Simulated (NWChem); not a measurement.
# BBrCl2; SMILES ClB(Cl)Br

This build's default masses of Se (78.918 u) and Br (79.917 u) are each other's, which moves their modes by up to 0.6 %.

### Question
Give the equilibrium geometry at PBE-D3(BJ)/def2-SVP (NWChem) as a Z-matrix, with the point group.

### Answer
point group C2v; any orientation.
```
B
Cl 1 1.7523
Cl 1 1.7523 2 119.86
Br 1 1.9135 2 120.07 3 -179.78
```
